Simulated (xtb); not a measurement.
CeCl₃ (SMILES [Cl][Ce]([Cl])[Cl]), doublet, from a rough starting geometry (GFN-xTB shapes and energies of metal compounds can be far from the true ones) (GFN-xTB holds the 4f electrons in the core, so unpaired electrons go into valence orbitals and the state isn't the physical one); GFN2-xTB run with xtb.

xtb was given this input:
```
$ xtb mol.xyz --gfn 2 --uhf 1 --opt vtight --json

# file mol.xyz
4

Ce     0.05721782    -0.00337697     0.07187899
Cl    -2.20728210    -1.34218614    -0.27039098
Cl     0.16515333     2.41390444    -0.74882603
Cl     1.94503159    -1.09272553     1.08124329
```

Problem. Write the output that xtb gives for this input, abridged.

Solution. 
```
   ID    Z sym.   atoms
    1   58 Ce     1
    2   17 Cl     2-4

           -------------------------------------------------
          |                Calculation Setup                |
           -------------------------------------------------

           -------------------------------------------------
          |                 G F N 2 - x T B                 |
           -------------------------------------------------

          ...................................................
          :                      SETUP                      :
          :.................................................:
          :  # basis functions                  40          :
          :  # atomic orbitals                  36          :
          :  # shells                           12          :
          :  # electrons                        24          :
          :  max. iterations                   250          :
          :  Hamiltonian                  GFN2-xTB          :
          :  restarted?                      false          :
          :  GBSA solvation                  false          :
          :  PC potential                    false          :
          :  electronic temp.          300.0000000     K    :
          :  accuracy                    1.0000000          :
          :  -> integral cutoff          0.2500000E+02      :
          :  -> integral neglect         0.1000000E-07      :
          :  -> SCF convergence          0.1000000E-05 Eh   :
          :  -> wf. convergence          0.1000000E-03 e    :
          :  Broyden damping             0.4000000          :
          :  net charge                          0          :
          :  unpaired electrons                  1          :
          ...................................................

 iter      E             dE          RMSdq      gap      omega  full diag
   1     -0.8333732 -0.833373E+00  0.567E+01    0.49       0.0  T
   2    -13.4329197 -0.125995E+02  0.294E+01   10.12       1.0  T
   3    -13.8865721 -0.453652E+00  0.245E+01    9.48       1.0  T
   4    -14.0154640 -0.128892E+00  0.237E+01    7.88       1.0  T
   5    -14.3885937 -0.373130E+00  0.125E+01    5.17       1.0  T
   6      0.9972225  0.153858E+02  0.700E+01    0.47       1.0  T
   7      0.3263932 -0.670829E+00  0.676E+01    0.47       1.0  T
   8    -13.7067996 -0.140332E+02  0.150E+01    0.14       1.0  T
   9    -14.8788649 -0.117207E+01  0.677E+00    1.21       1.0  T
[...]
 * total energy  :   -14.8813266 Eh     change       -0.4450960E-03 Eh
 * total energy  :   -14.8818277 Eh     change       -0.5011886E-03 Eh
 * total energy  :   -14.8833686 Eh     change       -0.1540847E-02 Eh
 * total energy  :   -14.8860945 Eh     change       -0.2725873E-02 Eh
 * total energy  :   -14.8875586 Eh     change       -0.1464136E-02 Eh
 * total energy  :   -14.8886309 Eh     change       -0.1072260E-02 Eh
 * total energy  :   -14.8910756 Eh     change       -0.2444738E-02 Eh
 * total energy  :   -14.8917652 Eh     change       -0.6896139E-03 Eh
 * total energy  :   -14.8920130 Eh     change       -0.2478292E-03 Eh
 * total energy  :   -14.8920145 Eh     change       -0.1486469E-05 Eh
 * total energy  :   -14.8920149 Eh     change       -0.3371279E-06 Eh
 * total energy  :   -14.8920149 Eh     change       -0.2009871E-08 Eh
   *** GEOMETRY OPTIMIZATION CONVERGED AFTER 15 ITERATIONS ***
         :: total energy             -14.892014872357 Eh    ::
[...]
       ...                                ...                  ...
        36                          0.3440925               9.3632
      -------------------------------------------------------------
                  HL-Gap            0.0961634 Eh            2.6167 eV
             Fermi-level           -0.3922600 Eh          -10.6739 eV

     #   Z          covCN         q      C6AA      α(0)
     1  58 Ce       2.122     0.827   499.176    48.464
     2  17 Cl       0.707    -0.276   107.570    15.863
     3  17 Cl       0.707    -0.276   107.570    15.863
     4  17 Cl       0.707    -0.276   107.570    15.863

 Mol. C6AA /au·bohr⁶  :       2801.342026
 Mol. C8AA /au·bohr⁸  :     298927.760901
 Mol. α(0) /au        :         96.053394

Wiberg/Mayer (AO) data.
largest (>0.10) Wiberg bond orders for each atom

 ---------------------------------------------------------------------------
     #   Z sym  total        # sym  WBO       # sym  WBO       # sym  WBO
 ---------------------------------------------------------------------------
     1  58 Ce   2.744 --     4 Cl   0.915     3 Cl   0.915     2 Cl   0.915
     2  17 Cl   1.214 --     1 Ce   0.915     3 Cl   0.150     4 Cl   0.150
     3  17 Cl   1.214 --     1 Ce   0.915     2 Cl   0.150     4 Cl   0.150
     4  17 Cl   1.214 --     1 Ce   0.915     2 Cl   0.150     3 Cl   0.150
 ---------------------------------------------------------------------------

Topologies differ in total number of bonds
Writing topology from bond orders to xtbtopo.mol

molecular dipole:
                 x           y           z       tot (Debye)
 q only:       -0.668       0.573       1.655
   full:       -0.666       0.572       1.651       4.752
molecular quadrupole (traceless):
                xx          xy          yy          xz          yz          zz
 q only:       -2.879      -1.486      -3.390      -4.386       3.697       6.269
  q+dip:       -3.588      -1.860      -4.213      -5.465       4.624       7.800
   full:       -3.824      -1.985      -4.487      -5.824       4.933       8.310

optimized geometry written to: xtbopt.xyz

           -------------------------------------------------
          | TOTAL ENERGY              -14.892014872357 Eh   |
          | GRADIENT NORM               0.000029988974 Eh/α |
          | HOMO-LUMO GAP               2.616739461636 eV   |
           -------------------------------------------------

normal termination of xtb
```
